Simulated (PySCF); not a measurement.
# MnSe at PBE

Level: PBE. basis Mn x2c-TZVPPall, Se x2c-TZVPPall; spin-free X2C with a Gaussian nucleus; PySCF 2.14.

| Item | Value |
| --- | --- |
| state | ⁶Σ⁺ (sextet), unpaired electrons σ ↑, π ↑↑, δ ↑↑ |
| bond length | 2.171 Å |
| harmonic wavenumber | 375 cm⁻¹ |
| force constant | 2.70 mdyn/Å |
| rotational constant Be | 0.1099 cm⁻¹ |
| anharmonicity ωexe | 1.03 cm⁻¹ |
| vibration–rotation constant αe | 0.000419 cm⁻¹ |
| well depth De to Mn (3d5 4s2) + Se | 344 kJ/mol |
| dissociation energy D0 | 341 kJ/mol |
| bond order (Mayer) | 2.22 |
| dipole moment (positive dipole means Mn(−)Se(+)) | -4.73 D |

The metal atom is held in its measured ground configuration; semilocal functionals can put another filling of s and d lower by some tenths of an eV, and De to that atom would be smaller. Spin–orbit coupling is left out. The state is the lowest single determinant that the PBE0 search found; with open d or f shells the true ground state can be another one.
